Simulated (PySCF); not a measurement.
## Splitting trees

Atoms are numbered as in `[cH:1]1[cH:2][cH:3][c:4]2[o:5][n:6][cH:7][c:8]2[cH:9]1` (H(Xn): hydrogen on atom n).

[PySCF: structure optimised with PBE0-D3(BJ)/def2-SVP; GIAO HF/pcSseg-1 shieldings; J couplings at B3LYP/pcJ-1 (without the spin–dipole term); no solvent; single conformer; no relativistic terms]

Referencing at the same level of theory: 13C (190.85 ppm), 1H (31.69 ppm) against TMS.

Spectrometer: 400 MHz for 1H. First-order analysis; couplings under 1 Hz (under 4 Hz in carbon signals) are ignored, and nearly equal couplings are merged; the smaller ones broaden or split the lines further.

Q: What pattern does C8 show in the proton-coupled 13C spectrum?

A: A doublet of doublets of doublets at δ 122.9: 11.2 Hz to H(C7) (1 × 1H, 2 bonds away), 9.5 Hz to H(C1) (1 × 1H, 3 bonds away), 4.5 Hz to H(C3) (1 × 1H, 3 bonds away). Lines in Hz from the centre (relative intensity): +12.6 (1), +8.1 (1), +3.1 (1), +1.4 (1), -1.4 (1), -3.1 (1), -8.1 (1), -12.6 (1). The outer lines are 25.2 Hz apart, the sum of the couplings kept, or 0.251 ppm at this field.

Q: What pattern does H(C7) show (1H)?

A: A doublet at δ 8.97: 1.1 Hz to H(C3) (1 × 1H, 5 bonds away). Lines in Hz from the centre (relative intensity): +0.6 (1), -0.6 (1). The outer lines are 1.1 Hz apart, the sum of the couplings kept, or 0.003 ppm at this field.

Q: What pattern does C1 show in the proton-coupled 13C spectrum?

A: A doublet of doublets at δ 127.4: 169.0 Hz to H(C1) (1 × 1H, 1 bond away), 7.7 Hz to H(C3) (1 × 1H, 3 bonds away). Lines in Hz from the centre (relative intensity): +88.3 (1), +80.7 (1), -80.7 (1), -88.3 (1). The outer lines are 176.7 Hz apart, the sum of the couplings kept, or 1.757 ppm at this field.

Q: What pattern does H(C9) show (1H)?

A: A doublet at δ 8.06: 8.8 Hz to H(C1) (1 × 1H, 3 bonds away). Lines in Hz from the centre (relative intensity): +4.4 (1), -4.4 (1). The outer lines are 8.8 Hz apart, the sum of the couplings kept, or 0.022 ppm at this field.

Unscaled 3J(H,H) at this level run about 10 % above measured values.
